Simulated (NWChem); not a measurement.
Species: CH2AlNO2; SMILES O=C=[N][AlH][OH]

```xyz
7

Al    -0.4035    -1.1559    -0.1268
H     -1.5177    -1.7961    -1.0322
N     -0.0697     0.5831    -0.2121
C      0.1766     1.7581    -0.2305
O      0.4105     2.9025    -0.2538
O      0.5396    -2.0387     0.9693
H      0.4881    -2.9800     1.1397
```
Atoms are numbered in this order, from 1.

Computed with NWChem. Pople sets run with spherical d functions. Geometry: optimised at PBE0/def2-SVP. B3LYP is NWChem's, with the RPA form of VWN correlation. Atomic charges in e: unrestrained fits to the electrostatic potential beside Mulliken populations; buried atoms are poorly determined by the fit.

For level B3LYP/def2-SVP:

```yaml
ESP Al1: 1.00
Mulliken Al1: 0.74
ESP N3: -0.64
Mulliken N3: -0.23
ESP C4: 0.67
Mulliken C4: 0.05
Mulliken O5: -0.13
ESP O6: -0.72
Mulliken O6: -0.44
```

Question: Estimate the same quantities for level Hartree-Fock/6-31G*.

Answer: 
| Item | Result |
|---|---|
| ESP Al1 | 1.18 |
| Mulliken Al1 | 1.06 |
| ESP N3 | -0.78 |
| Mulliken N3 | -0.71 |
| ESP C4 | 0.83 |
| Mulliken C4 | 0.79 |
| Mulliken O5 | -0.50 |
| ESP O6 | -0.83 |
| Mulliken O6 | -0.95 |
